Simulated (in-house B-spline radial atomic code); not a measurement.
A radial electron density 4πr²n(r) was computed for an atom or ion in its tabulated ground configuration with an all-electron radial atomic-structure program (B-spline basis); method: non-relativistic Hartree-Fock, average of configuration. Columns: r (bohr), 4πr²n(r) (electrons per bohr), bar.

```
 0.00212    1.109 #
  0.0026    1.617 ##
 0.00319    2.344 ##
 0.00392    3.379 ###
  0.0048    4.789 #####
 0.00589    6.726 #######
 0.00722    9.283 #########
 0.00885    12.57 ############
  0.0109    16.74 ################
  0.0133     21.4 #####################
  0.0163    26.58 ##########################
    0.02     31.7 ###############################
  0.0245    35.94 ###################################
  0.0301    38.51 #####################################
  0.0369     38.7 #####################################
  0.0452    36.66 ###################################
  0.0554    33.55 ################################
   0.068     31.5 ##############################
  0.0834    32.66 ################################
   0.102    37.29 ####################################
   0.125    43.05 ##########################################
   0.154    45.48 ############################################
   0.188    41.46 ########################################
   0.231    32.43 ###############################
   0.283    24.61 ########################
   0.347    22.94 ######################
   0.426    26.43 ##########################
   0.522    28.93 ############################
    0.64    25.97 #########################
   0.785    18.54 ##################
   0.963    10.77 ##########
    1.18    5.586 #####
    1.45    3.107 ###
    1.77    2.167 ##
    2.18    1.597 ##
    2.67    1.038 #
    3.27   0.5319 #
    4.01   0.2012 
    4.92  0.05338 
    6.03 0.009439 
     7.4 0.0009993 
    9.07 5.782e-05
```

Which atom or ion is it?
A. Ge2+
B. As+
C. Br2+
D. Ge+

D. The area under the curve, ∫4πr²n dr = ∫r·4πr²n d(ln r) on this logarithmic grid, is 31 electrons, which only this option has. The configuration is [Ar] 3d10 4s2 4p1.
